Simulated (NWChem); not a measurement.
System: C₂H₇BO; SMILES CBOC

The following NWChem deck was run.

```
start job
memory heap 200 mb stack 900 mb global 1100 mb
geometry units angstroms noautoz
  B     -0.429753     0.533219     0.001760
  H     -1.632132     0.323487     0.003431
  C      0.156071     1.984754     0.002902
  H     -0.212243     2.539641     0.883012
  H     -0.216023     2.543461    -0.873165
  H      1.255351     2.010492     0.000734
  O      0.404296    -0.525192    -0.000165
  C     -0.038474    -1.856679    -0.001278
  H      0.345702    -2.370765    -0.896206
  H      0.355972    -2.375353     0.886482
  H     -1.139434    -1.921175     0.004810
end
basis spherical
  * library def2-svp
end
dft
  xc xpbe96 cpbe96
  iterations 150
  mulliken
end
task dft energy
```

Geometry: optimised at PBE0/def2-SVP.

**Question.** Predict the main results of this run. (PBE/def2-SVP.) Quantities: energy (Ha); highest occupied level (eV); orbital gap (eV); dipole (D).

**Answer.** 
- energy (Ha) = -180.16
- highest occupied level (eV) = -6.72
- orbital gap (eV) = 6.16
- dipole (D) = 1.07
